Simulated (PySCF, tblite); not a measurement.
Isomers of C7H11FOSi. Computed values, GFN2-xTB/tblite, gas phase, harmonic and unscaled. Errors from tens to a few hundred cm⁻¹ against measured bands are possible. Modes of hydrogen on silicon can be 10 to 20 % off. One conformer each.

Electronic energies: PBE0/pcSseg-1 single points on the GFN2-xTB geometries (PySCF, gas phase).

```
                         SMILES  electronic energy, lowest = 0 (kJ/mol)
       C=C(/C=C\O/C=C/F)[SiH2]C                                   154.0
C#C[Si@H]1[C@H](F)[C@@H]1OC(C)C                                   284.4
       F[C@@H]1COC[Si@]12C=CCC2                                     0.0
```

**Question.** How do GFN2-xTB zero-point energies change the relative energies?

**Answer.** 
```csv
SMILES,ZPE (kJ/mol),of it from modes above 1550 cm⁻¹,electronic (kJ/mol),"with ZPE, lowest = 0 (kJ/mol)",lowest mode (cm⁻¹),rings
F[C@@H]1COC[Si@]12C=CCC2,435.5,205.7,0.0,0.0,52,2
C=C(/C=C\O/C=C/F)[SiH2]C,408.4,221.5,154.0,126.9,28,0
C#C[Si@H]1[C@H](F)[C@@H]1OC(C)C,415.7,208.7,284.4,264.6,39,1
```

The zero-point energies span 27.1 kJ/mol, from `C=C(/C=C\O/C=C/F)[SiH2]C` to `F[C@@H]1COC[Si@]12C=CCC2`. The order is unchanged.

**Question.** And how do the electronic energies of GFN2-xTB itself compare?

**Answer.** `F[C@@H]1COC[Si@]12C=CCC2` 0.0; `C=C(/C=C\O/C=C/F)[SiH2]C` 92.4; `C#C[Si@H]1[C@H](F)[C@@H]1OC(C)C` 226.9 kJ/mol, lowest = 0. Against the energies above, taken from the same isomer `F[C@@H]1COC[Si@]12C=CCC2`, the largest difference is 61.6 kJ/mol.

**Question.** What do entropy and thermal enthalpy add at 298.15 K and 1 bar (rigid rotor, harmonic oscillator, one conformer each)?

**Answer.** 
```tsv
SMILES	point group	symmetry number	S (J/(mol K))	H − H(0) (kJ/mol)	ZPE + H − H(0) − TS (kJ/mol)
F[C@@H]1COC[Si@]12C=CCC2	C1	1	423.8	29.84	339.0
C=C(/C=C\O/C=C/F)[SiH2]C	C1	1	471.6	35.68	303.4
C#C[Si@H]1[C@H](F)[C@@H]1OC(C)C	C1	1	471.4	36.41	311.6
```
